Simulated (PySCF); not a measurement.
C3H6OSi, SMILES O1[C@H]([SiH3])C=C1. Geometry optimised at PBE-D3(BJ)/def2-SVP. The structure was generated by enumeration; whether it is a known compound was not checked.

Computed equilibrium geometry at PBE-D3(BJ)/def2-SVP (PySCF confirms it by a frequency run) as a Z-matrix:
```
C
H 1 1.1119
O 1 1.4889 2 109.77
C 3 1.3859 1 86.34 2 -119.33
C 4 1.3568 3 99.02 1 1.27
H 5 1.0936 4 137.73 3 -179.42
H 4 1.1003 5 140.37 6 -1.02
Si 1 1.9095 2 113.53 3 121.16
H 8 1.5004 1 108.19 2 -174.96
H 8 1.5039 9 110.48 1 -120.91
H 8 1.5056 9 110.02 10 -120.10
```
Charge 0, spin multiplicity 1.
